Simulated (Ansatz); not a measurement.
All numbers were calculated with Ansatz.

A structure relaxed at PBE0-D4/def2-TZVP, charge 0, multiplicity 1:

Cartesian coordinates in Å:
```
O -0.0013 0.1270 1.0858
B 0.1440 -0.1794 -0.2112
Cl 1.2665 -1.4390 -0.6574
Cl -0.7711 0.6610 -1.4600
H -0.6382 0.8305 1.2428
```

(1) Give its formula and SMILES.

(2) Point group (tolerance 0.08 Å, 0.16 Å for H)?

(3) Summarise the bond lengths by kind.

## Answers

(1) BCl2HO, `OB(Cl)Cl`.

(2) Cs.

(3) 1 × B–O 1.341 Å; 1 × H–O 0.962 Å; 2 × B–Cl 1.745 to 1.762 Å.
